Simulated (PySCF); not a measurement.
# Relaxation of triplet Cd2Se

All numbers come from UPBE0 in PySCF with Se def2-TZVP, Cd def2-TZVP with ECP28; scalar-relativistic core potentials, no spin–orbit coupling; density-fitted integrals. A (50,194) grid was used.

A start displaced from a saddle point along its imaginary mode, of C2v symmetry, held to at least that symmetry:

Coordinates in bohr (charge 0 multiplicity 3):
```
Se   -0.2255   -0.0243    0.0000
Cd    0.0791    0.0085    4.6881
Cd    0.0791    0.0085   -4.6881
```

Problem. What forces act on the atoms at the start (eV/Å)?

Solution. 
```
atom     Fx     Fy     Fz
 Se1  -0.67  -0.07   0.00
 Cd2   0.34   0.04   0.20
 Cd3   0.34   0.04  -0.20
```

Problem. What does it relax to?

Solution. It ends at C2v with Se–Cd 2.567 Å (×2); Cd–Se–Cd 92.7°. The frequency run here used a shortcut that can spoil soft modes, so no verdict on minimum or saddle point is given. Other isomers or separated fragments may lie lower.

Problem. How much energy is released, and in how many steps?

Solution. 84.2 kJ/mol in 10 steps.
